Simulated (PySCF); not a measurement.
Relaxation of doublet IS₃

Method: UPBE0 in PySCF with I def2-SVP with ECP28, S def2-SVP; scalar-relativistic core potentials, no spin–orbit coupling; density-fitted integrals. A (50,194) grid was used.

A hand-made trigonal pyramidal start, of C3v symmetry, held to at least that symmetry:

Coordinates in bohr (charge 0 multiplicity 2):
```
I     0.0000    0.0000   -0.8516
S     3.7209    0.0000    1.1267
S    -1.8604    3.2224    1.1267
S    -1.8604   -3.2224    1.1267
```

At each step, columns x, y, z (Å) and Fx, Fy, Fz (eV/Å):

```
step 0  E − E(last) = 24.38 kJ/mol
I    0.000   0.000  -0.451   0.001   0.000  -1.109
S    1.969   0.000   0.596   1.516   0.000   0.367
S   -0.985   1.705   0.596  -0.758   1.312   0.371
S   -0.985  -1.705   0.596  -0.758  -1.312   0.371
step 1  E − E(last) = 4.82 kJ/mol
I    0.000   0.000  -0.427   0.012   0.000   0.098
S    2.045   0.000   0.589   0.421   0.000  -0.037
S   -1.023   1.771   0.589  -0.216   0.373  -0.031
S   -1.023  -1.771   0.589  -0.216  -0.373  -0.031
step 2  E − E(last) = 0.24 kJ/mol
I    0.000   0.000  -0.373   0.008   0.000   0.136
S    2.102   0.000   0.570   0.024   0.000  -0.044
S   -1.051   1.820   0.570  -0.016   0.028  -0.046
S   -1.051  -1.820   0.570  -0.016  -0.028  -0.046
step 3  E − E(last) = 0.01 kJ/mol
I    0.000   0.000  -0.355   0.004   0.000   0.049
S    2.115   0.000   0.564  -0.025   0.000  -0.014
S   -1.058   1.832   0.564   0.011  -0.018  -0.018
S   -1.058  -1.832   0.564   0.011   0.018  -0.018
step 4  E − E(last) = 0.00 kJ/mol
I    0.000   0.000  -0.352   0.006   0.000   0.014
S    2.115   0.000   0.563  -0.013   0.000  -0.002
S   -1.058   1.832   0.563   0.003  -0.005  -0.006
S   -1.058  -1.832   0.563   0.003   0.005  -0.006
step 5  E − E(last) = 0.00 kJ/mol
I    0.000   0.000  -0.352   0.004   0.000   0.000
S    2.115   0.000   0.563  -0.003   0.000   0.003
S   -1.057   1.832   0.563   0.000   0.001  -0.001
S   -1.057  -1.832   0.563   0.000  -0.001  -0.001
```

It ends at C3v with I–S 2.304 Å (×3); S–I–S 105.3° (×3) (after a last refinement on a finer grid). A frequency run shows 2 imaginary modes (one degenerate set), down to 199i cm⁻¹, so it is a higher-order saddle point.

Spin–orbit coupling, left out here, can matter for elements this heavy.
